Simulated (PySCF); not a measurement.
H9Si4 (SMILES [SiH2][SiH2][SiH2][SiH3]), doublet, geometry from GFN2-xTB; M062X/STO-3G (PySCF).

The PySCF input:
```python
from pyscf import gto, scf, dft

mol = gto.M(
    atom='''
Si    2.95032355    0.94205225    0.30253823
Si    0.73687788    1.00163186   -0.24257169
Si   -0.62772236   -0.82376747    0.23287208
Si   -2.87356308   -0.99439170   -0.30063536
H     3.34320722    0.87858470    1.71566029
H     3.82532455   -0.03696216   -0.35423969
H     0.17885572    2.20941009    0.39729697
H     0.66741994    1.30123041   -1.68662863
H     0.08146025   -1.98171158   -0.34930184
H    -0.46877155   -1.04603631    1.68446156
H    -3.47616336   -2.26394983    0.11935286
H    -3.66160204    0.06962649    0.32898730
H    -3.09255460   -0.88754126   -1.74643460
''',
    basis='sto-3g',
    spin=1,
    verbose=4,
)

mf = dft.UKS(mol)
mf.xc = 'm062x'
mf.kernel()
mf.analyze()
```

What the program printed (banner, timings and long lists left out):

```
PySCF version 2.14.0

[INPUT] verbose = 4
[INPUT] num. atoms = 13
[INPUT] num. electrons = 65
[INPUT] charge = 0
[INPUT] spin (= nelec alpha-beta = 2S) = 1
[INPUT] symmetry False subgroup None
[INPUT] Mole.unit = angstrom
[INPUT] Symbol           X                Y                Z      unit          X                Y                Z       unit  Magmom
[...]
nuclear repulsion = 303.849270364742
number of shells = 29
number of NR pGTOs = 135
number of NR cGTOs = 45
basis = sto-3g
ecp = {}

******** <class 'pyscf.dft.uks.UKS'> ********
method = UKS
initial guess = minao
damping factor = 0
level_shift factor = 0
DIIS = <class 'pyscf.scf.diis.CDIIS'>
diis_start_cycle = 1
diis_space = 8
diis_damp = 0
SCF conv_tol = 1e-09
SCF conv_tol_grad = None
SCF max_cycles = 50
direct_scf = True
direct_scf_tol = 1e-13
number electrons alpha = 33  beta = 32
XC library pyscf.dft.libxc version 7.1.2
    S. Lehtola, C. Steigemann, M. J. T. Oliveira, and M. A. L. Marques,  SoftwareX 7, 1–5 (2018)
XC functionals = m062x
    Y. Zhao and D. G. Truhlar,  Theor. Chem. Acc. 120, 215 (2008)
    Y. Zhao and D. G. Truhlar,  Theor. Chem. Acc. 120, 215 (2008)
radial grids:
    Treutler-Ahlrichs [JCP 102, 346 (1995); DOI:10.1063/1.469408] (M4) radial grids

becke partition: Becke, JCP 88, 2547 (1988); DOI:10.1063/1.454033
pruning grids: <function nwchem_prune>
grids dens level: 3
symmetrized grids: False
atomic radii adjust function: <function treutler_atomic_radii_adjust>
small_rho_cutoff = 0
Set gradient conv threshold to 3.16228e-05
tot grids = 164992
init E= -1149.03291583618

cycle= 1 E= -1149.92492494144  delta_E= -0.892  |g|= 0.084  |ddm|= 2.69
cycle= 2 E= -1149.93655670226  delta_E= -0.0116  |g|= 0.0296  |ddm|= 0.299
cycle= 3 E= -1149.93778319492  delta_E= -0.00123  |g|= 0.00998  |ddm|= 0.0915
cycle= 4 E= -1149.93799176217  delta_E= -0.000209  |g|= 0.00229  |ddm|= 0.0424
cycle= 5 E= -1149.93800552854  delta_E= -1.38e-05  |g|= 0.000877  |ddm|= 0.0116
cycle= 6 E= -1149.93800703708  delta_E= -1.51e-06  |g|= 0.000241  |ddm|= 0.00348
cycle= 7 E= -1149.9380071653  delta_E= -1.28e-07  |g|= 5.78e-05  |ddm|= 0.00113
cycle= 8 E= -1149.93800717069  delta_E= -5.39e-09  |g|= 1.84e-05  |ddm|= 0.000202
cycle= 9 E= -1149.93800717123  delta_E= -5.37e-10  |g|= 3.82e-06  |ddm|= 6.02e-05
Extra cycle  E= -1149.93800717126  delta_E= -3.18e-11  |g|= 1.74e-06  |ddm|= 1.39e-05
converged SCF energy = -1149.93800717126  <S^2> = 0.75209306  2S+1 = 2.002092
**** SCF Summaries ****
Total Energy =                       -1149.938007171259414
Nuclear Repulsion Energy =             303.849270364742154
One-electron Energy =                -2206.194817017647438
Two-electron Energy =                  752.407539481645813
Two-electron Coulomb Energy =          839.716298273326061
DFT Exchange-Correlation Energy =      -87.308758791680276
**** MO energy ****
                             alpha | beta                alpha | beta
[...]
To work with the spin densities directly, `use mulliken_meta_spin()` only printing them here.

 ** Mulliken spin pop alpha/beta on meta-lowdin orthogonal AOs **
 ** Mulliken Spin Density (per AO)  **
spin_pop of  0 Si 1s        0.00000
spin_pop of  0 Si 2s        0.00001
spin_pop of  0 Si 3s        0.13830
spin_pop of  0 Si 2px       0.00004
spin_pop of  0 Si 2py       0.00032
spin_pop of  0 Si 2pz       0.00005
spin_pop of  0 Si 3px       0.10190
spin_pop of  0 Si 3py       0.62826
spin_pop of  0 Si 3pz       0.10219
spin_pop of  1 Si 1s        0.00000
spin_pop of  1 Si 2s        0.00001
spin_pop of  1 Si 3s        0.00221
spin_pop of  1 Si 2px       0.00001
spin_pop of  1 Si 2py      -0.00001
spin_pop of  1 Si 2pz       0.00000
spin_pop of  1 Si 3px      -0.00180
spin_pop of  1 Si 3py      -0.00363
spin_pop of  1 Si 3pz       0.00302
spin_pop of  2 Si 1s        0.00000
spin_pop of  2 Si 2s        0.00000
spin_pop of  2 Si 3s        0.00994
spin_pop of  2 Si 2px       0.00000
spin_pop of  2 Si 2py       0.00002
spin_pop of  2 Si 2pz       0.00000
spin_pop of  2 Si 3px       0.00309
spin_pop of  2 Si 3py       0.02561
spin_pop of  2 Si 3pz       0.00446
spin_pop of  3 Si 1s        0.00000
spin_pop of  3 Si 2s        0.00000
spin_pop of  3 Si 3s        0.00192
spin_pop of  3 Si 2px       0.00001
spin_pop of  3 Si 2py      -0.00000
spin_pop of  3 Si 2pz       0.00000
spin_pop of  3 Si 3px       0.00599
spin_pop of  3 Si 3py      -0.00017
spin_pop of  3 Si 3pz       0.00083
spin_pop of  4 H 1s       -0.00978
spin_pop of  5 H 1s       -0.00988
spin_pop of  6 H 1s       -0.00103
spin_pop of  7 H 1s       -0.00093
spin_pop of  8 H 1s       -0.00117
spin_pop of  9 H 1s       -0.00108
spin_pop of  10 H 1s        0.00188
spin_pop of  11 H 1s       -0.00029
spin_pop of  12 H 1s       -0.00029
 ** Mulliken Spin Density (per atom)  **
spin density of  0 Si =      0.97106
spin density of  1 Si =     -0.00019
spin density of  2 Si =      0.04312
spin density of  3 Si =      0.00858
spin density of  4 H =     -0.00978
spin density of  5 H =     -0.00988
spin density of  6 H =     -0.00103
spin density of  7 H =     -0.00093
spin density of  8 H =     -0.00117
spin density of  9 H =     -0.00108
spin density of  10 H =      0.00188
spin density of  11 H =     -0.00029
spin density of  12 H =     -0.00029
 ** Mulliken pop alpha/beta on meta-lowdin orthogonal AOs **
 ** Mulliken pop       alpha | beta **
In total            33.00000 | 32.00000
 ** Mulliken atomic charges   ( Nelec_alpha | Nelec_beta ) **
charge of  0Si =      0.25931  (     7.35588      6.38481 )
charge of  1Si =      0.25611  (     6.87185      6.87204 )
charge of  2Si =      0.24186  (     6.90063      6.85751 )
charge of  3Si =      0.36479  (     6.82189      6.81332 )
charge of  4H =     -0.12515  (     0.55768      0.56746 )
charge of  5H =     -0.12529  (     0.55770      0.56758 )
charge of  6H =     -0.12672  (     0.56284      0.56388 )
charge of  7H =     -0.12686  (     0.56296      0.56389 )
charge of  8H =     -0.12966  (     0.56425      0.56542 )
charge of  9H =     -0.12927  (     0.56409      0.56518 )
charge of  10H =     -0.11596  (     0.55892      0.55704 )
charge of  11H =     -0.12155  (     0.56063      0.56092 )
charge of  12H =     -0.12162  (     0.56066      0.56095 )
Dipole moment(X, Y, Z, Debye):  0.07435,  0.37056, -0.14394
```
